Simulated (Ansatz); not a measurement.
`[F][In]([SH])[O][SiH3]` + HBr → `[F][In]([SH])[Br]` + `O[SiH3]` at 500 K and 1 bar (ligand exchange at the In–O bond).

Calculated with Ansatz (gas phase, PBE0-D4/def2-TZVP geometries, no zero-point term in ΔE). CCSD(T)/CBS is the MP2 limit (def2-TZVPP, def2-QZVPP) plus CCSD(T) − MP2 in def2-TZVPP, frozen cores. def2 core potentials past Kr. For Br, In outer-core shells are correlated without core-valence functions, which leaves a few kJ/mol of doubt a bond. Scalar relativity is left out up to krypton. Each species was taken in one conformer, which may not be the lowest.

| species | CCSD(T)/CBS energy (Eh) | H − E (kJ/mol) | S (J/(mol·K)) |
| --- | --- | --- | --- |
| `[F][In]([SH])[O][SiH3]` | -1054.15995 | 159.4 | 492.1 |
| HBr | -2573.91920 | 30.5 | 213.7 |
| `[F][In]([SH])[Br]` | -3261.42177 | 69.2 | 414.0 |
| `O[SiH3]` | -366.69042 | 127.5 | 292.9 |

H − E and S are ideal-gas, rigid-rotor, harmonic terms from PBE0-D4/def2-TZVP, for one conformer and one mirror image of each species. 1 Eh = 2625.50 kJ/mol, R = 8.31446 J/(mol·K).

Q: By hand: ΔE, ΔH, ΔS and ΔG.

A: ΔE = (-3261.42177) + (-366.69042) − (-1054.15995) − (-2573.91920) = -0.03304 Eh = -86.7 kJ/mol. Δ(H − E) = 69.2 + 127.5 − 159.4 − 30.5 = 6.8, so ΔH = -79.9 kJ/mol. ΔS = 414.0 + 292.9 − 492.1 − 213.7 = 1.1 J/(mol·K). ΔG = -79.9 − 500 × (1.1)/1000 = -80.5 kJ/mol.

Q: By hand: the equilibrium constant, and the temperature at which ΔG would vanish if ΔH and ΔS stayed fixed.

A: log₁₀ K = −ΔG/(RT ln 10) = 8.4. ΔH and −TΔS have one sign here, so there is no such temperature.

The number of gas molecules stays the same, so ΔS is small and ΔH decides. A doubt of 5 kJ/mol in ΔE shifts log₁₀ K by 0.5 here. Other conformers and mirror images would add mixing entropy, several J/(mol·K) or more a flexible species. Modes under 60 cm⁻¹, often nearly free rotors, make the harmonic entropy too high. These are equilibria of isolated gas molecules and say nothing of rates. Largest T1 diagnostic: 0.015 (customary marks: 0.02 for closed shells, 0.045 for open ones).

ΔS is within the doubt of such terms, so its sign, and with it that verdict, could turn.
